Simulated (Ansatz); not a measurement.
CH₄AlNO₂ (`[NH2][Al]([OH])[CH]=O`) at its PBE0-D4/def2-TZVP geometry, where that method's forces vanish. The species carries charge 0 and has multiplicity 1.

```xyz
9

N    -0.6608    0.0259   -1.4516
Al   -0.1336    0.3076    0.2018
O    -0.6181    1.5862    1.1984
C     1.1650   -1.0454    0.9244
O     1.4905   -1.9482    0.1832
H    -0.3242   -0.7629   -1.9814
H    -1.3005    0.5744   -2.0004
H    -1.2241    2.2886    0.9736
H     1.6057   -1.0262    1.9519
```

(1) What forces (eV/Å) does B3LYP-D4/def2-TZVPP give on these atoms in Ansatz? (An estimate is asked.)

Results:

(1) Ansatz gave: 
```
N1   0.001 -0.013 -0.019
Al2  0.055 -0.066  0.018
O3  -0.014  0.036  0.025
C4  -0.058  0.211  0.213
O5   0.090 -0.232 -0.176
H6  -0.016  0.004 -0.030
H7  -0.007 -0.005 -0.024
H8  -0.032  0.060  0.027
H9  -0.019  0.006 -0.034
```

B3LYP here is the variant with VWN-RPA as its local correlation; programs differ in this.
